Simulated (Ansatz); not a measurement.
`OBC(F)[SiH3]` → `OC([SiH3])BF`  (isomerisation)

Calculated with Ansatz (gas phase, PBE0-D4/def2-TZVP geometries, no zero-point term in ΔE). CCSD(T)/CBS is the MP2 limit (def2-TZVPP, def2-QZVPP) plus CCSD(T) − MP2 in def2-TZVPP, frozen cores. DFT in def2-TZVPP. B3LYP here is the variant with VWN-RPA as its local correlation; programs differ in this. Each species was taken in one conformer, which may not be the lowest.

Problem. Is it downhill or uphill in electronic energy at CCSD(T)/CBS, and by how much? (Estimate.)

Solution. Ansatz gave: Downhill: ΔE = -4.5 kJ/mol.

Problem. What do these levels give: r2SCAN-D4, B3LYP-D4, ωB97X-V, B3LYP, HF/def2-QZVPP, MP2/def2-QZVPP? (An estimate is asked.)

Solution. The calculation gave: r2SCAN-D4 -4.1, B3LYP-D4 -1.0, ωB97X-V -1.4, B3LYP 0.0, HF/def2-QZVPP -0.1, MP2/def2-QZVPP -7.8 kJ/mol.

Largest T1 diagnostic among the species: 0.013.

In def2-TZVPP, CCSD(T) changes the Hartree–Fock value by −5.4 kJ/mol (the triples alone add −0.8 kJ/mol) and MP2 by −8.3 kJ/mol.
